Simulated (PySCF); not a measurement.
**A small calculation by hand: chemical shift, span and skew from a shielding tensor**

methoxy(methylsulfanyl)methane (C₃H₈OS), SMILES COCSC. Atoms are numbered in the order given.

```xyz
13

C      1.6011    -1.2138     0.1462
O      1.6313     0.1452     0.5035
C      0.3836     0.6926     0.7763
S     -0.8128     0.7551    -0.6217
C     -1.8335    -0.7104    -0.2888
H      1.0906    -1.8288     0.9167
H      1.0877    -1.3626    -0.8224
H      2.6420    -1.5524     0.0533
H      0.5596     1.7377     1.0696
H     -0.1285     0.1626     1.6080
H     -2.2449    -0.6823     0.7323
H     -1.2857    -1.6526    -0.4418
H     -2.6725    -0.6750    -0.9988
```
Charge 0, spin multiplicity 1.

The structure is a stationary point at r2SCAN-D4/def2-SVP. One conformer was computed; it need not be the lowest.

GIAO shieldings from KT2/pcSseg-1 (PySCF), non-relativistic, no solvent. The symmetric part of the tensor of C5 has the principal values 138.0, 150.6, 182.2 ppm. The same nucleus in TMS has σ = 185.1 ppm at this level (PySCF, at its B3LYP-D3(BJ)/def2-TZVP geometry).

Question: Work out the isotropic shielding, the ¹³C shift against TMS, the span and the skew.

Answer: 
σ(iso) = (σ11 + σ22 + σ33)/3 = 156.9 ppm. δ = σ(ref) − σ(iso) = 185.1 − (156.9) = 28.2 ppm.
Span Ω = σ33 − σ11 = 44.2 ppm. Skew κ = 3(σ(iso) − σ22)/Ω = 0.43. Tumbling in solution averages the tensor to δ; in a static solid the shielding alone would spread this spin-1/2 line over Ω.
